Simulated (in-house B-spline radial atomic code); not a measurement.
Successive ionisation energies of mercury; each step leads to the configuration of the next row (after the last: [Ar] 3d3/2(4) 3d5/2(2)). Dirac energy differences include first-order Breit, QED and recoil terms. NIST's values go from ground level to ground level; the uncertainty of those that are theory runs from under 0.1 % in few-electron ions to several per cent in heavy many-electron ones. Computed with a radial B-spline atomic code at the basis-set limit: Dirac-Hartree-Fock, jj configuration that fills j = l - 1/2 first, finite nuclei.

A number in brackets counts the electrons of a j subshell.

| ion | configuration | ionisation energy (eV) | tabulated value (eV) | tabulated kind | computed minus tabulated (eV) | highest orbital | largest mean radius (bohr) |
| --- | --- | --- | --- | --- | --- | --- | --- |
| Hg37+ | [Kr] 4d3/2(4) 4d5/2(3) | 1720.8 | 1723 | tabulated theory | -2 | 4d5/2 | 0.39219 |
| Hg38+ | [Kr] 4d3/2(4) 4d5/2(2) | 1779.1 | 1780 | tabulated theory | -1 | 4d5/2 | 0.39021 |
| Hg39+ | [Kr] 4d3/2(4) 4d5/2(1) | 1838.1 | 1839 | tabulated theory | -1 | 4d5/2 | 0.38824 |
| Hg40+ | [Kr] 4d3/2(4) | 1928.3 | 1928 | tabulated theory | 0 | 4d3/2 | 0.38629 |
| Hg41+ | [Kr] 4d3/2(3) | 1989.2 | 1989 | tabulated theory | 0 | 4d3/2 | 0.3842 |
| Hg42+ | [Kr] 4d3/2(2) | ? | ? | tabulated theory | ? | ? | ? |
| Hg43+ | [Kr] 4d3/2(1) | 2113.0 | 2113 | tabulated theory | 0 | 4d3/2 | 0.38009 |
| Hg44+ | [Ar] 3d10 4s2 4p6 | 2353.3 | 2354 | tabulated theory | -1 | 4p3/2 | 0.37806 |
| Hg45+ | [Ar] 3d10 4s2 4p1/2(2) 4p3/2(3) | 2414.6 | 2412 | tabulated theory | 3 | 4p3/2 | 0.37594 |
| Hg46+ | [Ar] 3d10 4s2 4p1/2(2) 4p3/2(2) | ? | ? | tabulated theory | ? | ? | ? |
| Hg47+ | [Ar] 3d10 4s2 4p1/2(2) 4p3/2(1) | ? | ? | tabulated theory | ? | ? | ? |
| Hg48+ | [Ar] 3d10 4s2 4p1/2(2) | 2745.5 | 2745 | tabulated theory | 0 | 4p1/2 | 0.35409 |
| Hg49+ | [Ar] 3d10 4s2 4p1/2(1) | 2814.6 | 2815 | tabulated theory | 0 | 4p1/2 | 0.35267 |
| Hg50+ | [Ar] 3d10 4s2 | 2981.4 | 2981 | tabulated theory | 0 | 4s1/2 | 0.35126 |
| Hg51+ | [Ar] 3d10 4s1 | 3050.4 | 3049.9 | semi-empirical | 1 | 4s1/2 | 0.34956 |
| Hg52+ | [Ar] 3d10 | 5055.4 | 5055 | tabulated theory | 0 | 3d5/2 | 0.1808 |
| Hg53+ | [Ar] 3d3/2(4) 3d5/2(5) | 5197.1 | 5191 | tabulated theory | 6 | 3d5/2 | 0.17987 |
| Hg54+ | [Ar] 3d3/2(4) 3d5/2(4) | 5340.3 | 5335 | tabulated theory | 5 | 3d5/2 | 0.17894 |
| Hg55+ | [Ar] 3d3/2(4) 3d5/2(3) | 5485.0 | 5490 | tabulated theory | -5 | 3d5/2 | 0.17803 |

Question: Fill in the row of Hg42+.

Answer: ionisation energy (eV): 2050.8; tabulated value (eV): 2052; computed minus tabulated (eV): -1; highest orbital: 4d3/2; largest mean radius (bohr): 0.38214.

Question: Fill in the row of Hg46+.

Answer: ionisation energy (eV): 2476.2; tabulated value (eV): 2478; computed minus tabulated (eV): -2; highest orbital: 4p3/2; largest mean radius (bohr): 0.37404.

Question: Fill in the row of Hg47+.

Answer: ionisation energy (eV): 2538.4; tabulated value (eV): 2539; computed minus tabulated (eV): -1; highest orbital: 4p3/2; largest mean radius (bohr): 0.37217.

Question: Where is the largest jump?

Answer: From Hg51+ to Hg52+, by a factor of 1.66 (3050.4 to 5055.4 eV); the highest orbital goes from 4s1/2 to 3d5/2.
